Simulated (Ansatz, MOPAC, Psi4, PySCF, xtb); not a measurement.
Pair of molecules: GeH4 (SMILES [GeH4]) (first 5 atoms) with C2H6O (SMILES COC); geometry from B3LYP-D3(BJ)/def2-TZVP, rigid monomers moved along the line of their centres of mass till Ge1···O7 is 2.83 Å.
(charge 0, multiplicity 1):
```xyz
14

Ge     0.275     0.005     0.668
H     -0.190    -1.429     0.947
H     -0.719     1.011     1.266
H      0.320     0.222    -0.858
H      1.678     0.243     1.239
C      0.536     0.893     4.032
O      0.150    -0.347     3.478
C     -1.195    -0.670     3.759
H      0.445     0.885     5.125
H     -0.075     1.714     3.636
H      1.577     1.060     3.760
H     -1.367    -0.751     4.839
H     -1.403    -1.630     3.290
H     -1.880     0.084     3.351
```

Counterpoise-corrected where a basis set is named; no monomer relaxation. Rows marked so take none.

Cores are frozen in the correlated methods. Filled d and f shells under p-block atoms count as core. Rows in 6-31G* carry no dispersion term and start afresh at each structure (6-31G* with six Cartesian d functions); the Pople sets are all-electron and without relativity. MP2/6-31G* freezes PySCF's default core, which leaves 3d correlated. The state reached by PM3 isn't checked.

Run with Ansatz (a first-principles code) with Gaussian orbitals; MOPAC for PM3 (differences of heats of formation); Psi4 for SAPT; PySCF for 6-31G* rows, the dispersion terms; xtb for the GFN methods. Values without a source in brackets are computed.

```
level                           interaction energy (kcal/mol)
------------------------------  -----------------------------
PM3                                                      6.03
GFN1-xTB                                                -8.65
HF/aug-cc-pVDZ                                           3.07
r2SCAN/def2-TZVPPD                                      -1.12
B3LYP/6-31G* (no counterpoise)                           0.36
B3LYP-D3(BJ)/def2-TZVPPD                                -1.76
MP2/6-31G* (no counterpoise)                            -1.88
SCS-MP2/aug-cc-pVDZ                                         ?
SAPT0/aug-cc-pVDZ                                           ?
```

### Question
Some entries are withheld; supply them.

### Answer

- SCS-MP2/aug-cc-pVDZ, interaction energy (kcal/mol): -0.38
- SAPT0/aug-cc-pVDZ, interaction energy (kcal/mol): -2.65
